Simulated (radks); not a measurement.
All-electron atom: the neodymium ion Nd2.25+ in [Xe] 4f1.75 5d2 (fractional occupations, a model configuration).

Calculated with a radial shooting solver on a logarithmic mesh with Libxc functionals: scalar-relativistic Kohn-Sham, BLYP, spin-unpolarised, spherical densities, finite nucleus; Fermi nuclear charge, rms radius 4.9123 fm.

Energy parts (eV):
total: -261854.62
kinetic: 278686.47
electron-nucleus: -634139.46
Hartree: 99630.13
exchange-correlation: -6031.75

Orbitals (lengths in bohr, moments of r in powers of bohr; r(max) is where P^2 peaks; r(90%) holds 90 % of the orbital's charge):
[
 {"orbital": "1s", "occ.": "2", "eigenvalue (eV)": "-43434.66", "r(max)": "0.01510", "r(90%)": "0.0426"},
 {"orbital": "2s", "occ.": "2", "eigenvalue (eV)": "-7053.087", "r(max)": "0.08550", "r(90%)": "0.156"},
 {"orbital": "2p", "occ.": "6", "eigenvalue (eV)": "-6309.084", "r(max)": "0.06892", "r(90%)": "0.145"},
 {"orbital": "3s", "occ.": "2", "eigenvalue (eV)": "-1557.913", "r(max)": "0.2438", "r(90%)": "0.391"},
 {"orbital": "3p", "occ.": "6", "eigenvalue (eV)": "-1323.272", "r(max)": "0.2388", "r(90%)": "0.396"},
 {"orbital": "3d", "occ.": "10", "eigenvalue (eV)": "-997.3555", "r(max)": "0.1961", "r(90%)": "0.378"},
 {"orbital": "4s", "occ.": "2", "eigenvalue (eV)": "-336.0749", "r(max)": "0.5640", "r(90%)": "0.867"},
 {"orbital": "4p", "occ.": "6", "eigenvalue (eV)": "-258.7583", "r(max)": "0.5881", "r(90%)": "0.928"},
 {"orbital": "4d", "occ.": "10", "eigenvalue (eV)": "-148.6853", "r(max)": "0.6146", "r(90%)": "1.04"},
 {"orbital": "4f", "occ.": "1.75", "eigenvalue (eV)": "-30.7842", "r(max)": "0.6339", "r(90%)": "1.51"},
 {"orbital": "5s", "occ.": "2", "eigenvalue (eV)": "-63.7994", "r(max)": "1.283", "r(90%)": "2.02"},
 {"orbital": "5p", "occ.": "6", "eigenvalue (eV)": "-43.6964", "r(max)": "1.434", "r(90%)": "2.34"},
 {"orbital": "5d", "occ.": "2", "eigenvalue (eV)": "-19.0860", "r(max)": "1.885", "r(90%)": "3.45"}
]

The highest occupied level is 5d at -19.086 eV. Summed over all electrons, <r^2> = 46.54 bohr^2, which gives a Langevin (diamagnetic) susceptibility term of -36.9 x 10^-6 cm^3/mol. The electron density at the nucleus is 4.726e+05 e/bohr^3 (large components only). The density falls to 0.001 e/bohr^3 at r = 3.88 bohr.
